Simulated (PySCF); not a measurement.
A TDDFT job was run through a driver script with this input:

```
{"job": {"kind": "uv", "xc": "B3LYP", "basis": "def2-SVPD", "nstates": 8, "ntriplets": 3}, "charge": 0, "multiplicity": 1}
C     -3.287829    -0.281879    -0.144618
O     -2.020575    -0.749966     0.253407
C     -0.983494     0.093359     0.029769
C      0.273970    -0.242863     0.300713
C      1.419273     0.652022     0.053958
Cl     2.151703     1.160040     1.628627
Ge     2.947584    -0.213413    -0.867694
H     -3.999071    -1.059456     0.126527
H     -3.328076    -0.114119    -1.226308
H     -3.551984     0.646864     0.372005
H     -1.230576     1.059130    -0.401778
H      0.484638    -1.205547     0.743459
H      1.095984     1.575448    -0.426120
H      3.352047    -1.416639    -0.088098
H      2.576195    -0.634116    -2.257900
H      4.092611     0.740081    -0.926402
```

The program printed, after the SCF cycles:

```
converged SCF energy = -2769.7267997659

Static polarisability (au): isotropic 106.608, principal 81.778 96.482 141.563

Singlet excitations
state   eV       nm        f      main configurations
  1   5.5271    224.3   0.28546   H->L 0.78, H->L+1 0.17
  2   5.9036    210.0   0.12717   H->L+1 0.64, H->L+2 0.13, H->L 0.09
  3   6.0315    205.6   0.05454   H->L+2 0.50, H-1->L 0.26, H->L+3 0.17
  4   6.1224    202.5   0.18643   H-1->L 0.61, H->L+1 0.13, H->L+2 0.09
  5   6.2206    199.3   0.01681   H->L+3 0.72, H->L+2 0.26
  6   6.5031    190.7   0.01070   H->L+5 0.84, H->L+4 0.13
  7   6.5782    188.5   0.01039   H->L+4 0.82, H->L+5 0.12
  8   6.6403    186.7   0.00939   H-2->L 0.95

Triplet excitations (Tamm-Dancoff, eV): 3.8489 5.4735 5.6705
```

Theory: TDDFT B3LYP/def2-SVPD, vertical, gas phase, core orbitals frozen in the response (PySCF). Isolated species at its GFN2-xTB geometry (one conformer only). Relativistic effects, spin–orbit coupling among them, are left out although an element past zinc is present.

Problem. What is the polarisability anisotropy, √(½[(α1 − α2)² + (α2 − α3)² + (α3 − α1)²])?

Solution. 53.96 au.

Problem. How much of the mean polarisability do the listed states account for?

Solution. The sum over states Σ f/ΔE² (ΔE in hartree) gives 15.26 au, 14% of the total; the rest comes from higher roots of the same response equations.

Problem. Give the energy of state 8 in hartree, cm⁻¹ and kJ/mol.

Solution. 0.24403 hartree, 53558 cm⁻¹, 640.7 kJ/mol.

Problem. What is the total energy of state 8 at this geometry?

Solution. -2769.72680 + 0.24403 = -2769.48277 hartree.

Problem. How many basis functions and electrons does this run hold?

Solution. 240 basis functions for 90 electrons in 45 doubly occupied orbitals.

Problem. Which species is it?

Solution. `CO/C=C/[C@@H](Cl)[GeH3]` (C4H9ClGeO), point group C1.

H and L stand for HOMO and LUMO.

The run took 1.7 min wall on an Arm Neoverse N1 with one thread (shared host), and the process peaked at 0.91 GiB of memory.

Conformer computed: `[CH3:1][O:2]/[CH:3]=[CH:4]/[C@@H:5]([Cl:6])[GeH3:7]`: C1–O2–C3–C4 -177°, C3–C4–C5–Cl6 113°.
